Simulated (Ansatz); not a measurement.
A CCSD(T) single point on `[CH3][Al]1[CH2]O[SiH2]1`.

```yaml
crystal:
  periodic: [false, false, false]
  atoms:
    - {symbol: C, position_ang: [-1.524988, 0.628605, 1.768967]}
    - {symbol: Al, position_ang: [-0.282622, 0.052741, 0.380798]}
    - {symbol: C, position_ang: [0.737953, 0.921252, -1.109307]}
    - {symbol: O, position_ang: [1.363110, -0.270187, -1.640480]}
    - {symbol: Si, position_ang: [0.962935, -1.665135, -0.799686]}
    - {symbol: H, position_ang: [-1.295541, 1.635419, 2.129530]}
    - {symbol: H, position_ang: [-1.531043, -0.050469, 2.625383]}
    - {symbol: H, position_ang: [-2.545418, 0.654351, 1.369667]}
    - {symbol: H, position_ang: [0.148456, 1.400558, -1.900281]}
    - {symbol: H, position_ang: [1.516431, 1.638709, -0.822639]}
    - {symbol: H, position_ang: [2.187443, -2.328498, -0.256636]}
    - {symbol: H, position_ang: [0.340283, -2.672649, -1.711316]}
basis:
  gaussian: {orbitals: def2-TZVPP}
correlation: {method: ccsd_t}
```

```sh
$ ansatz run in.yaml --threads 4 --pin off --events-out ev --progress --plain --max-ram 10444MiB
```

Output of Ansatz, abridged:

```
Functional definition: HF
1609 factors; integrals over basis functions are off by at most 1.0e-3 eV
mean field evaluation 1: about -18651.1740 eV, gradient 4.3e1 eV
mean field evaluation 2: about -18651.4619 eV, gradient 4.3e1 eV
mean field evaluation 4: about -18656.0078 eV, gradient 5.5e0 eV
mean field evaluation 8: about -18656.1152 eV, gradient 3.2e-1 eV
mean field evaluation 16: about -18656.1160 eV, gradient 1.7e-6 eV
mean field -18656.11603057 eV, -685.5996185538 hartree, gradient 1.7e-6 eV, S^2 0.000000; 0 other end points of the search recorded, 0 dependent functions left out
13 core orbitals not correlated: weight in the atoms' cores, before any rotation towards them, 1.000 or more for the frozen orbitals, at most 0.000 for the correlated occupied ones
reference -18656.11603057 eV, -685.5996185538 hartree; 14, 14 occupied and 248, 248 virtual orbitals, 1609 factors
second order -21.11775327 eV of doubles, -0.00000000 eV of singles
cycle   1  -21.73743284 eV  change   -6.2e-1 eV  update   1.1e-1
cycle   2  -22.29973431 eV  change   -5.6e-1 eV  update   3.5e-2
cycle   3  -22.44015301 eV  change   -1.4e-1 eV  update   1.9e-2
cycle   4  -22.43206007 eV  change    8.1e-3 eV  update   4.5e-3
cycle   5  -22.42958610 eV  change    2.5e-3 eV  update   2.3e-3
cycle   6  -22.43018744 eV  change   -6.0e-4 eV  update   7.8e-4
cycle   7  -22.42991736 eV  change    2.7e-4 eV  update   3.6e-4
cycle   8  -22.42982055 eV  change    9.7e-5 eV  update   1.4e-4
cycle   9  -22.42988329 eV  change   -6.3e-5 eV  update   5.8e-5
cycle  10  -22.42989613 eV  change   -1.3e-5 eV  update   2.4e-5
perturbative correction -0.90834860 eV, -0.0333811953 hartree
Total energy: -18679.45427530 eV, -686.4572832284 hartree
```

Run time 3.5 min (4 threads of an Arm Neoverse V1 on a shared host); peak host memory 7.1 GiB.

The correlation energy is -23.338 eV, 3.9 % of it from (T); the T1 diagnostic reads 0.0129.
